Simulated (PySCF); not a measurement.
# Choosing a basis for TDDFT

Compound: 1,1-dibromoethane, C₂H₄Br₂.
SMILES with atom numbers: `[CH3:1][CH:2]([Br:3])[Br:4]` (hydrogens: H5, H6, H7 on C1; H8 on C2)

TDDFT with PBE0 (PySCF), vertical singlets, core orbitals frozen in the response, spherical d and f functions. Geometry: PBE0-D3(BJ)/def2-SVP; no solvent, vibrations or thermal averaging. Relativistic effects, spin–orbit coupling among them, are left out although an element past zinc is present.

```
    basis  functions  diffuse  S1 (eV)  S2 (eV)  S3 (eV)  S4 (eV)  S5 (eV)  LUMO (eV)  α (au)
   6-31G*        100       no     5.62     5.77     5.98     6.30     6.81      -0.84    53.0
 def2-SVP        112       no     5.75     5.86     6.09     6.41     6.82      -0.63    53.1
def2-SVPD        154      yes     5.55     5.69     5.91     6.20     6.59      -1.05    70.0
def2-TZVP        182       no     5.64     5.76     6.01     6.29     6.77      -0.87    64.0
```

Problem. How much do these states and the polarisability depend on the basis?

Solution. States are compared by their number. Against the only diffuse basis here (def2-SVPD, itself not a converged limit), sets without diffuse functions differ by up to 0.20 eV in S1 and 0.23 eV in S5. State by state, the largest deviation of a set without diffuse functions is S1 0.20, S2 0.18, S3 0.18, S4 0.20, S5 0.23 eV. The same number needn't mean the same state in each row. Against def2-SVPD the polarisability deviates by -24% in 6-31G*, -24% in def2-SVP, -9% in def2-TZVP.
